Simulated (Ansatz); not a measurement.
Computed with Ansatz on PBE0-D4/def2-TZVP structures; ΔE is electronic, products minus reactants. CBS: MP2 limit from def2 TZ/QZ plus the TZ coupled-cluster correction, frozen cores. DFT in def2-TZVPP. For Ge outer-core shells are correlated without core-valence functions, which leaves a few kJ/mol of doubt a bond. Scalar relativity is left out up to krypton. Each species was taken in one conformer, which may not be the lowest.

Consider the germylene formation by 1,1-elimination: `[NH2][GeH2][Si](N)(F)F` → `[GeH2]` + `N[Si](N)(F)F`.

```json
{"level": "r2SCAN-D4", "ΔE (kcal/mol)": "23.6"}
{"level": "ωB97M-V", "ΔE (kcal/mol)": "17.9"}
```

(1) What does CCSD(T)/CBS give? (Estimate.)

Largest T1 diagnostic among the species: 0.012.

Answers

(1) Ansatz gave: +20.5 kcal/mol. The listed levels differ from it by 3.1, -2.6 kcal/mol.

In def2-TZVPP, CCSD(T) changes the Hartree–Fock value by +10.9 kcal/mol (the triples alone add +1.8 kcal/mol) and MP2 by +14.0 kcal/mol. The D4 term adds +3.2 kcal/mol with B3LYP and +1.8 kcal/mol with PBE0; it sums over pairs of atoms, weighted by their polarisabilities, and B3LYP, whose exchange is more repulsive, gets the larger term.

B3LYP here is the variant with VWN-RPA as its local correlation; programs differ in this.
